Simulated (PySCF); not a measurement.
SMILES C[CH2][In]([F])[CH2]C (C4H10FIn), singlet at its GFN2-xTB optimised geometry (Å):

```
16

In     0.0259    -0.0018     0.0000
F     -0.4542    -1.9475    -0.0217
C     -1.9572     1.1609     0.0000
C     -3.0929     0.1936     0.2511
H     -2.0343     1.6394    -0.9764
H     -1.8836     1.9260     0.7725
H     -3.0022    -0.2625     1.2377
H     -3.0858    -0.6067    -0.4898
H     -4.0555     0.7068     0.1954
C      2.3218    -0.0018     0.0000
C      2.9673     1.3679     0.0157
H      2.5851    -0.5691    -0.8932
H      2.5842    -0.5890     0.8806
H      2.6800     1.9299     0.9046
H      2.6852     1.9475    -0.8635
H      4.0555     1.2693     0.0181
```

Calculation: PBE0/def2-TZVP, def2 effective core potentials past Kr run with PySCF. The core electrons that the potentials of In replace are not part of the density. Cells within 0.4 Å of a nucleus heavier than hydrogen are left out (blank, or x).

Map of the log10 of the electron density (e/bohr³), floored at −4 on the plane z = 0.0 Å:

```
|00000000000000000000000000000|
|00000000000000000000000000000|
|00000000000000000000000000000|
|00000000000000000000000000000|
|00000000000000000000000000000|
|00000000000000000000000000000|
|00000000000000000000000000000|
|00000000122110000012221100000|
|00000001334321000134443210000|
|00000123455532211245655432000|
|00012334567654333356776643100|
|0012455567x755544457xx7753100|
|0013567677x766665567777653100|
|00135777777668986677765532000|
|0012457x765569x9767x764321000|
|00013467754468986677754210000|
|00002356643456665556643100000|
|00001234433578754344432100000|
|0000012222368x864222221000000|
|0000000001357x753210000000000|
|00000000002456542100000000000|
|00000000001234321000000000000|
|00000000000011100000000000000|
|00000000000000000000000000000|
|00000000000000000000000000000|
|00000000000000000000000000000|
|00000000000000000000000000000|
|00000000000000000000000000000|
|00000000000000000000000000000|
```
Scale: ten equal steps from -4.00 (start of '0') to 0.404 (end of '9'), in the order '0123456789'; x runs from -6.50 to 6.50, y from -6.50 (bottom) to 6.50 (top).
